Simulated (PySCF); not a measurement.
A TDDFT job was run through a driver script with this input:

```
{"job": {"kind": "uv", "xc": "B3LYP", "basis": "def2-SVPD", "ip": false, "nstates": 15}, "charge": 0, "multiplicity": 1}
Zn     0.005774    -0.017450     0.004956
C      0.026211     0.019333     1.963716
C      0.946045     1.070657     2.587470
C      0.935767     1.061477     4.110444
H      0.306299    -0.985437     2.332558
H     -1.009997     0.177734     2.318509
H      0.662564     2.078601     2.234841
H      1.983680     0.922443     2.237170
H      1.262788     0.084314     4.501686
H      1.600488     1.831643     4.533796
H     -0.079250     1.245157     4.498897
C     -0.017617    -0.046912    -1.954041
C     -0.976203    -1.059332    -2.582892
C     -0.965473    -1.044140    -4.105853
H      1.011342    -0.235055    -2.314446
H     -0.266716     0.970456    -2.311341
H     -2.007128    -0.873711    -2.231506
H     -0.732341    -2.079342    -2.234452
H      0.039988    -1.272659    -4.495513
H     -1.665825    -1.780830    -4.531495
H     -1.247147    -0.050916    -4.492076
```

Output (SCF cycles cut):

```
converged SCF energy = -2016.1063702064

Static polarisability (au): isotropic 105.342, principal 82.949 89.112 143.966

Singlet excitations
state   eV       nm        f      main configurations
  1   5.0095    247.5   0.00000   H->L 0.99
  2   5.1188    242.2   0.00001   H->L+1 1.00
  3   5.6540    219.3   0.30728   H->L+2 0.97
  4   6.3613    194.9   0.00000   H->L+3 0.94
  5   6.8965    179.8   0.06666   H-1->L 0.96
  6   6.9982    177.2   0.00327   H->L+4 0.97
  7   7.0337    176.3   0.00066   H-1->L+2 0.93
  8   7.0409    176.1   0.04674   H-1->L+1 0.94
  9   7.3043    169.7   0.00002   H->L+5 0.96
 10   7.3820    168.0   0.05170   H->L+6 0.95
 11   7.4956    165.4   0.00943   H-2->L 0.94
 12   7.5399    164.4   0.00006   H-3->L 0.91
 13   7.6097    162.9   0.00001   H->L+7 0.96
 14   7.6843    161.3   0.00485   H-2->L+1 0.95
 15   7.7478    160.0   0.00001   H-3->L+1 0.97

Triplet excitations (Tamm-Dancoff, eV): 4.8352 4.9563 4.9606 6.2154
```

Level of theory: TDDFT B3LYP/def2-SVPD, vertical, gas phase, core orbitals frozen in the response (PySCF 2.14.0, density-fitted response routines). Isolated species at its PBE0-D3(BJ)/def2-SVP geometry, gas phase.

Task: What share of the summed oscillator strength falls to the strongest level in this window?

Result: State 3 at 219 nm: 0.3073 of 0.4907, or 63%.

Task: How many basis functions and electrons does this run hold?

Result: 266 basis functions for 80 electrons in 40 doubly occupied orbitals.

Task: What transition dipole goes with state 3?

Result: |μ|² = 3f / (2ΔE) = 3 × 0.3073 / (2 × 0.2078) = 2.218 au, so |μ| = 3.79 D.

Task: Give the energy of state 10 in hartree, cm⁻¹ and kJ/mol.

Result: 0.27128 hartree, 59540 cm⁻¹, 712.3 kJ/mol.

Task: What is the polarisability anisotropy, √(½[(α1 − α2)² + (α2 − α3)² + (α3 − α1)²])?

Result: 58.18 au.

Task: Write the structure that the coordinates describe.

Result: `CC[CH2][Zn][CH2]CC` (Zn(nPr)2) (C6H14Zn).

H and L stand for HOMO and LUMO.
